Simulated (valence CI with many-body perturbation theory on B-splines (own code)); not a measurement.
**E1 transitions of Se IV**

Calculated by valence CI with perturbative core correlation (CI+MBPT): three valence electrons over a frozen Dirac-Fock core [Ar] 3d10, radial functions for each j: 11 s, 11 p, 9 d, 7 f, 5 g, 2 h, 1 i, with the one-electron correlation potential Σ1 (screened to all orders), the two-electron term Σ2, the three-electron term Σ3, Breit, model QED; selected single and double excitations, second order for the rest, scaled by the run's own slope (own B-spline code, finite nucleus).

Set against measurement, 16 paired levels are off by 168 cm⁻¹ on average, the worst by 454. These come from a selection out of Moore, Atomic Energy Levels, vol. II, NSRDS-NBS 35 (1971 reprint of NBS Circular 467, 1952), an old analysis. Levels without a partner in it may be off by more.

Lines 1 to 50 of 300 in falling wavelength, among levels below 35.555 eV, chosen from the strongest by gf and those to the six lowest levels. Wavelengths and rates use the calculated energies, so an error of 200 cm⁻¹ moves a line at 1231 nm by 2.5 % and its rate by three times that or more. Electric multipoles are in the length gauge, E1 and E2 with the static RPA response of the core. Weak lines are less certain than strong ones. Lines between different terms over intervals too small for the method are left out, as are lines whose strength nearly cancels. Where a level lies close to another of its J and parity, the split of strength between their lines is uncertain. The highest levels of a list are the least certain.

Names give the largest LS component (configuration and term), which can be under half, so a name can repeat, a term be missing and a line seem to break the LS rules; names also repeat where a configuration has a term twice. Letters in brackets count levels of one name in rising energy.

| λ vac (nm) | Upper | Lower | A (s⁻¹) | S (a.u.) with core polarisation | S without |
| --- | --- | --- | --- | --- | --- |
| 1823 | 4s4p4d ²F°_7/2 [b] | 4s²6d ²D_5/2 | 3.92e+06 | 9.38e+01 | 9.37e+01 |
| 1748 | 4s4p4d ²P°_3/2 [b] | 4s²7s ²S_1/2 | 1.25e+06 | 1.31e+01 | 1.32e+01 |
| 1716 | 4s4p4d ²F°_5/2 [b] | 4s²6d ²D_3/2 | 3.64e+06 | 5.45e+01 | 5.44e+01 |
| 1532 | 4s4p4d ²D°_5/2 [b] | 4s²6d ²D_3/2 | 7.96e+05 | 8.47e+00 | 8.47e+00 |
| 1503 | 4s4p4d ²F°_7/2 [b] | 4s²5g ²G_9/2 | 3.47e+06 | 4.65e+01 | 4.65e+01 |
| 1497 | 4s²7p ²P°_1/2 | 4s²7s ²S_1/2 | 1.28e+07 | 4.23e+01 | 4.23e+01 |
| 1458 | 4s4p4d ²P°_1/2 [b] | 4s²6d ²D_3/2 | 2.61e+06 | 7.99e+00 | 7.99e+00 |
| 1446 | 4s4p4d ²F°_5/2 [b] | 4s²5g ²G_7/2 | 3.30e+06 | 2.96e+01 | 2.96e+01 |
| 1427 | 4s²7p ²P°_3/2 | 4s²7s ²S_1/2 | 1.45e+07 | 8.32e+01 | 8.33e+01 |
| 1394 | 4s²5g ²G_7/2 | 4s²5f ²F°_5/2 | 8.23e+06 | 8.81e+01 | 8.80e+01 |
| 1352 | 4s²5g ²G_9/2 | 4s²5f ²F°_7/2 | 9.16e+06 | 1.12e+02 | 1.12e+02 |
| 1352 | 4s4p4d ²P°_3/2 [b] | 4s²6d ²D_5/2 | 2.87e+06 | 1.40e+01 | 1.40e+01 |
| 1231 | 4s²5d ²D_3/2 | 4s²4f ²F°_5/2 | 6.75e+06 | 2.48e+01 | 2.48e+01 |
| 1211 | 4s²6d ²D_3/2 | 4s²5f ²F°_5/2 | 1.58e+07 | 5.54e+01 | 5.53e+01 |
| 1204 | 4s²5d ²D_5/2 | 4s²4f ²F°_7/2 | 6.79e+06 | 3.51e+01 | 3.50e+01 |
| 1185 | 4s²7p ²P°_1/2 | 4s²6d ²D_3/2 | 2.86e+07 | 4.70e+01 | 4.69e+01 |
| 1167 | 4s²6d ²D_5/2 | 4s²5f ²F°_7/2 | 1.62e+07 | 7.62e+01 | 7.62e+01 |
| 1151 | 4s²7p ²P°_3/2 | 4s²6d ²D_5/2 | 2.77e+07 | 8.33e+01 | 8.32e+01 |
| 1140 | 4s²7p ²P°_3/2 | 4s²6d ²D_3/2 | 3.11e+06 | 9.10e+00 | 9.09e+00 |
| 954.4 | 4s4p5s ²P°_1/2 | 4s²6s ²S_1/2 | 9.67e+06 | 8.29e+00 | 8.31e+00 |
| 818.7 | 4s²6p ²P°_3/2 | 4s²6s ²S_1/2 | 2.51e+07 | 2.72e+01 | 2.72e+01 |
| 754.5 | 4s4p5s ²P°_1/2 | 4s²5d ²D_3/2 | 1.87e+07 | 7.93e+00 | 7.91e+00 |
| 674.0 | 4s²6p ²P°_3/2 | 4s²5d ²D_5/2 | 3.86e+07 | 2.34e+01 | 2.33e+01 |
| 633.6 | 4s²6p ²P°_1/2 | 4s²6s ²S_1/2 | 6.57e+07 | 1.65e+01 | 1.65e+01 |
| 568.5 | 4s4p5s ²P°_3/2 | 4s²6s ²S_1/2 | 6.02e+07 | 2.18e+01 | 2.19e+01 |
| 538.9 | 4s²6p ²P°_1/2 | 4s²5d ²D_3/2 | 1.04e+08 | 1.60e+01 | 1.60e+01 |
| 536.5 | 4s²6d ²D_3/2 | 4s4p5s ²P°_3/2 | 1.42e+07 | 4.34e+00 | 4.34e+00 |
| 534.1 | 4s²6d ²D_5/2 | 4s4p5s ²P°_3/2 | 8.78e+07 | 3.96e+01 | 3.96e+01 |
| 494.7 | 4s4p5s ²P°_3/2 | 4s²5d ²D_5/2 | 7.87e+07 | 1.88e+01 | 1.88e+01 |
| 490.2 | 4s²7s ²S_1/2 | 4s4p5s ²P°_3/2 | 1.09e+08 | 1.27e+01 | 1.27e+01 |
| 489.0 | 4s²6d ²D_3/2 | 4s²6p ²P°_1/2 | 1.28e+08 | 2.96e+01 | 2.96e+01 |
| 456.2 | 4s4p5p ²P_3/2 | 4s4p5s ²P°_3/2 | 1.65e+07 | 3.09e+00 | 3.10e+00 |
| 450.3 | 4s²7s ²S_1/2 | 4s²6p ²P°_1/2 | 8.53e+07 | 7.68e+00 | 7.67e+00 |
| 421.4 | 4s4p5p ²P_3/2 | 4s²6p ²P°_1/2 | 1.42e+07 | 2.10e+00 | 2.11e+00 |
| 416.4 | 4s²6d ²D_3/2 | 4s²6p ²P°_3/2 | 3.20e+07 | 4.57e+00 | 4.58e+00 |
| 415.0 | 4s²6d ²D_5/2 | 4s²6p ²P°_3/2 | 1.96e+08 | 4.15e+01 | 4.16e+01 |
| 388.3 | 4s²6d ²D_3/2 | 4s4p5s ²P°_1/2 | 1.18e+08 | 1.36e+01 | 1.37e+01 |
| 388.0 | 4s²7s ²S_1/2 | 4s²6p ²P°_3/2 | 1.35e+08 | 7.80e+00 | 7.78e+00 |
| 366.3 | 4s4p5p ²P_3/2 | 4s²6p ²P°_3/2 | 3.32e+07 | 3.22e+00 | 3.23e+00 |
| 363.5 | 4s²7s ²S_1/2 | 4s4p5s ²P°_1/2 | 3.74e+07 | 1.77e+00 | 1.77e+00 |
| 347.4 | 4s4p5p ²D_3/2 | 4s4p5s ²P°_3/2 | 3.99e+07 | 3.30e+00 | 3.32e+00 |
| 345.9 | 4s4p5p ²P_1/2 | 4s4p5s ²P°_1/2 | 8.90e+07 | 3.64e+00 | 3.66e+00 |
| 337.7 | 4s4p5p ⁴D_5/2 | 4s4p5s ⁴P°_5/2 | 2.28e+07 | 2.60e+00 | 2.64e+00 |
| 335.5 | 4s4p5p ⁴S_3/2 | 4s²6p ²P°_1/2 | 3.29e+07 | 2.45e+00 | 2.47e+00 |
| 334.9 | 4s4p5p ⁴P_3/2 | 4s²6p ²P°_3/2 | 2.55e+07 | 1.89e+00 | 1.91e+00 |
| 329.3 | 4s²5f ²F°_7/2 | 4s²5d ²D_5/2 | 3.58e+08 | 5.04e+01 | 5.05e+01 |
| 326.9 | 4s²5f ²F°_5/2 | 4s²5d ²D_5/2 | 2.47e+07 | 2.56e+00 | 2.56e+00 |
| 326.8 | 4s4p5p ²D_3/2 | 4s²6p ²P°_1/2 | 3.49e+07 | 2.41e+00 | 2.43e+00 |
| 325.9 | 4s4p5p ⁴D_3/2 | 4s4p5s ⁴P°_3/2 | 1.08e+08 | 7.40e+00 | 7.51e+00 |
| 325.2 | 4s²5f ²F°_5/2 | 4s²5d ²D_3/2 | 3.49e+08 | 3.56e+01 | 3.56e+01 |
